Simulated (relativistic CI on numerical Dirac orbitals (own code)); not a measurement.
Slater and spin-orbit integrals, Co²³⁺

These numbers are calculated, not measured: Dirac-Coulomb-Breit CI, KLI orbitals optimised for each configuration, model QED (radiative potential, 1s self-energy scaled to tabulated hydrogen-like ionisation energies), unscaled Slater integrals (own radial code, finite nucleus).

Slater integrals F^k, G^k are unscaled and averaged over j, outside the closed core 1s2; ζ comes from projecting the Hamiltonian with its Breit term on Σ l·s of the shell.

- 2s 2p: G^1(2s,2p) = 507890, ζ(2p) = 97853 cm⁻¹; <r>(2s) = 0.2323, <r^2>(2s) = 0.06315, <r>(2p) = 0.1989, <r^2>(2p) = 0.04773 (bohr units).
- 2p2: F^2(2p,2p) = 480020, ζ(2p) = 96932 cm⁻¹; <r>(2p) = 0.1994, <r^2>(2p) = 0.04797 (bohr units).
- 2p 3s: ζ(2p) = 100230, G^1(2p,3s) = 51235 cm⁻¹; <r>(2p) = 0.1976, <r^2>(2p) = 0.0471, <r>(3s) = 0.5367, <r^2>(3s) = 0.3271 (bohr units).

Averages of the first 10 configurations, taken without configuration mixing, which lowers the lowest level and can move excited configurations by several eV; other configurations of the list can lie among them:

```tsv
Configuration	Parity	States	Average energy above the lowest level (eV)
2s2	even	1	7.7
2s 2p	odd	12	67.7
2p2	even	15	148.4
2p 3s	odd	12	1269.9
2p 3p	even	36	1291.1
2s 3s	even	4	1203.4
2s 3p	odd	12	1226.1
2s 3d	even	20	1241.5
2s 4s	even	4	1611.3
2s 4p	odd	12	1620.6
```
